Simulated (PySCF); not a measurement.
A small calculation by hand: oscillator strength and radiative lifetime

Si(CCH)(Cl)2(Me) (C3H4Cl2Si), SMILES C#C[Si](C)(Cl)Cl.

The structure is a stationary point at PBE0-D3(BJ)/def2-SVP.

TDA-PBE/def2-SVPD (PySCF) puts the first singlet state with f over 0.02 at 6.59 eV (vertical), with the transition dipole (0.533, 0.069, 0.000) in atomic units.

### Question
Find the oscillator strength, the wavelength and the radiative lifetime that this transition would have in vacuum if emission retraced absorption.

### Answer

|μ|² = 0.2889 au, so |μ| = 1.37 D. ΔE = 6.59/27.211 = 0.2422 hartree. f = (2/3) ΔE |μ|² = 0.047 (the program prints 0.047).
λ = 1239.84/6.59 = 188 nm; ν = 53152 cm⁻¹.
Einstein's coefficient A = 0.6670 ν² f s⁻¹ (ν in cm⁻¹) = 8.8e7 s⁻¹, so τ = 1/A = 11 ns. This state is S8; the lower singlets have f = 0.000, 0.005, 0.001, 0.000, 0.007, 0.000, 0.016. The figure is the radiative limit of this one transition; relaxation, internal conversion, crossing to triplets and a medium change what is measured.
